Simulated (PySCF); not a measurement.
germanium monotelluride (GeTe), singlet, geometry from GFN2-xTB (core potentials on Te); B3LYP/def2-SV(P) (PySCF).

The PySCF input:
```python
from pyscf import gto, scf, dft

mol = gto.Mole()
mol.atom = '''
    Ge   -0.000000   -0.000000   -1.458150
    Te    0.000000    0.000000    0.897323
'''
mol.basis = 'def2-sv(p)'
mol.ecp = {'Te': 'def2-sv(p)'}
mol.charge = 0
mol.spin = 0
mol.verbose = 4
mol.build()

mf = dft.RKS(mol)
mf.xc = 'b3lyp'
mf.kernel()
mf.analyze()
```

Write the output that PySCF gives for this input, abridged.


```
PySCF version 2.14.0

[INPUT] verbose = 4
[INPUT] num. atoms = 2
[INPUT] num. electrons = 56
[INPUT] charge = 0
[INPUT] spin (= nelec alpha-beta = 2S) = 0
[INPUT] symmetry False subgroup None
[INPUT] Mole.unit = angstrom
[INPUT] Symbol           X                Y                Z      unit          X                Y                Z       unit  Magmom
[INPUT]  1 Ge     0.000000000000   0.000000000000  -1.458150000000 AA    0.000000000000   0.000000000000  -2.755504148535 Bohr   0.0
[INPUT]  2 Te     0.000000000000   0.000000000000   0.897323000000 AA    0.000000000000   0.000000000000   1.695694715273 Bohr   0.0

nuclear repulsion = 172.537786672384
number of shells = 22
number of NR pGTOs = 135
number of NR cGTOs = 58
basis = def2-sv(p)
ecp = {'Te': 'def2-sv(p)'}

******** <class 'pyscf.dft.rks.RKS'> ********
method = RKS
initial guess = minao
damping factor = 0
level_shift factor = 0
DIIS = <class 'pyscf.scf.diis.CDIIS'>
diis_start_cycle = 1
diis_space = 8
diis_damp = 0
SCF conv_tol = 1e-09
SCF conv_tol_grad = None
SCF max_cycles = 50
direct_scf = True
direct_scf_tol = 1e-13
XC library pyscf.dft.libxc version 7.1.2
    S. Lehtola, C. Steigemann, M. J. T. Oliveira, and M. A. L. Marques,  SoftwareX 7, 1–5 (2018)
XC functionals = b3lyp
    P. J. Stephens, F. J. Devlin, C. F. Chabalowski, and M. J. Frisch,  J. Phys. Chem. 98, 11623 (1994)
radial grids:
    Treutler-Ahlrichs [JCP 102, 346 (1995); DOI:10.1063/1.469408] (M4) radial grids

becke partition: Becke, JCP 88, 2547 (1988); DOI:10.1063/1.454033
pruning grids: <function nwchem_prune>
grids dens level: 3
symmetrized grids: False
atomic radii adjust function: <function treutler_atomic_radii_adjust>
small_rho_cutoff = 0
Set gradient conv threshold to 3.16228e-05
Initial guess from minao.
tot grids = 42600
init E= -2316.70247459314
  HOMO = -0.742887664914036  LUMO = -0.51156294822475  gap/eV = 6.29467
cycle= 1 E= -2342.70853117904  delta_E=  -26  |g|= 2.86  |ddm|= 8.38
  HOMO = -0.0361763461924696  LUMO = 0.0507398147621814  gap/eV = 2.36511
cycle= 2 E= -2336.64025235051  delta_E= 6.07  |g|= 4.15  |ddm|= 13.7
  HOMO = -0.160675244848889  LUMO = -0.0110337015156106  gap/eV = 4.07195
cycle= 3 E= -2344.42534264468  delta_E= -7.79  |g|= 0.932  |ddm|= 12.7
  HOMO = -0.263138582786709  LUMO = -0.121359220839613  gap/eV = 3.85801
cycle= 4 E= -2343.41022657437  delta_E= 1.02  |g|= 1.73  |ddm|=  4.2
  HOMO = -0.234391496882655  LUMO = -0.111546840837426  gap/eV = 3.34277
cycle= 5 E= -2344.89557499713  delta_E= -1.49  |g|= 0.28  |ddm|= 2.12
  HOMO = -0.246432343041142  LUMO = -0.104910127890557  gap/eV = 3.85102
cycle= 6 E= -2344.92442868376  delta_E= -0.0289  |g|= 0.101  |ddm|= 0.263
  HOMO = -0.249812727605697  LUMO = -0.101778632559427  gap/eV = 4.02821
cycle= 7 E= -2344.92851341789  delta_E= -0.00408  |g|= 0.0367  |ddm|= 0.108
  HOMO = -0.247797579406058  LUMO = -0.0994014493367037  gap/eV = 4.03806
cycle= 8 E= -2344.92910058935  delta_E= -0.000587  |g|= 0.00533  |ddm|= 0.0552
  HOMO = -0.248507965474509  LUMO = -0.100053778750045  gap/eV = 4.03964
cycle= 9 E= -2344.92911285029  delta_E= -1.23e-05  |g|= 0.000428  |ddm|= 0.00885
  HOMO = -0.24856021543143  LUMO = -0.100074241808075  gap/eV = 4.04051
cycle= 10 E= -2344.92911291548  delta_E= -6.52e-08  |g|= 0.000259  |ddm|= 0.000996
  HOMO = -0.248545230825692  LUMO = -0.100071747472832  gap/eV = 4.04017
cycle= 11 E= -2344.92911294559  delta_E= -3.01e-08  |g|= 4.27e-05  |ddm|= 0.000325
  HOMO = -0.248542145452091  LUMO = -0.100069692465849  gap/eV = 4.04014
cycle= 12 E= -2344.92911294623  delta_E= -6.36e-10  |g|= 1.24e-05  |ddm|= 4.87e-05
  HOMO = -0.248541262708362  LUMO = -0.100072073415253  gap/eV = 4.04005
Extra cycle  E= -2344.92911294555  delta_E= 6.78e-10  |g|= 4.02e-05  |ddm|= 8.02e-05
converged SCF energy = -2344.92911294555
**** SCF Summaries ****
Total Energy =                       -2344.929112945547786
Nuclear Repulsion Energy =             172.537786672383845
One-electron Energy =                -3705.655844490580421
Two-electron Energy =                 1188.188944872649017
Two-electron Coulomb Energy =         1288.113295624888224
DFT Exchange-Correlation Energy =      -99.924350752239121
HOMO-LUMO gap [eV] =                     4.040052421931236
**** MO energy ****
MO #1   energy= -398.729339652596  occ= 2
MO #2   energy= -49.7968570027076  occ= 2
MO #3   energy= -44.3311543702554  occ= 2
MO #4   energy= -44.3311543702553  occ= 2
MO #5   energy= -44.3291497347169  occ= 2
MO #6   energy= -6.25394227602557  occ= 2
MO #7   energy= -6.24451099924614  occ= 2
MO #8   energy= -4.41906242777528  occ= 2
MO #9   energy= -4.41906242777523  occ= 2
MO #10  energy= -4.41315996715021  occ= 2
MO #11  energy= -4.38536480259212  occ= 2
MO #12  energy= -4.38399106417268  occ= 2
MO #13  energy= -4.38399106417264  occ= 2
MO #14  energy= -1.58329475525232  occ= 2
MO #15  energy= -1.58104508590199  occ= 2
MO #16  energy= -1.58104508590196  occ= 2
MO #17  energy= -1.57945009224118  occ= 2
MO #18  energy= -1.57944836140322  occ= 2
MO #19  energy= -1.24090947626743  occ= 2
MO #20  energy= -1.24090580720154  occ= 2
MO #21  energy= -1.23635100092875  occ= 2
MO #22  energy= -1.23635100092867  occ= 2
MO #23  energy= -1.2361892849933   occ= 2
MO #24  energy= -0.628981741668042 occ= 2
MO #25  energy= -0.450933416303222 occ= 2
MO #26  energy= -0.260001981052713 occ= 2
MO #27  energy= -0.248541262708425 occ= 2
MO #28  energy= -0.248541262708362 occ= 2
MO #29  energy= -0.100072073415253 occ= 0
MO #30  energy= -0.100072073415201 occ= 0
MO #31  energy= 0.020324933725945  occ= 0
MO #32  energy= 0.124735091429464  occ= 0
MO #33  energy= 0.245084672803841  occ= 0
MO #34  energy= 0.275698980970448  occ= 0
MO #35  energy= 0.275698980970466  occ= 0
MO #36  energy= 0.282066535416183  occ= 0
Dipole moment(X, Y, Z, Debye): -0.00000, -0.00000, -1.15914
```
